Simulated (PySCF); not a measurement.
## Relaxation of singlet ZrH2

Method: PySCF, PBE0, basis Zr def2-TZVP with ECP28, H def2-TZVP (scalar-relativistic core potentials, no spin–orbit coupling, density fitting). A (50,194) grid was used.

A start displaced from a saddle point along its imaginary mode, of C2v symmetry, held to at least that symmetry:

```xyz
3
charge 0 multiplicity 1, angstrom
Zr   -0.0024    0.0012    0.0000
H     0.1079   -0.0525    1.9285
H     0.1079   -0.0525   -1.9285
```

Optimiser trace:
```tsv
step	E − E(last) (kJ/mol)	largest gradient (Eh/bohr)
0	93.70	0.01425
1	76.32	0.02195
2	47.82	0.01780
3	26.45	0.02464
4	14.88	0.01891
5	1.38	0.00721
6	0.09	0.00085
7	0.00	0.00008
8	0.00	0.00000
```

It ends at C2v with Zr–H 1.818 Å (×2); H–Zr–H 118.7°. A frequency run shows a minimum. Other isomers or separated fragments may lie lower.

Final geometry:
```xyz
3
charge 0 multiplicity 1, angstrom
Zr   -0.0183    0.0089    0.0000
H     0.8155   -0.3969    1.5639
H     0.8155   -0.3969   -1.5639
```

Stability towards spin polarisation was not tested. At this level a triplet minimum of C2v symmetry lies 65 kJ/mol below this structure.
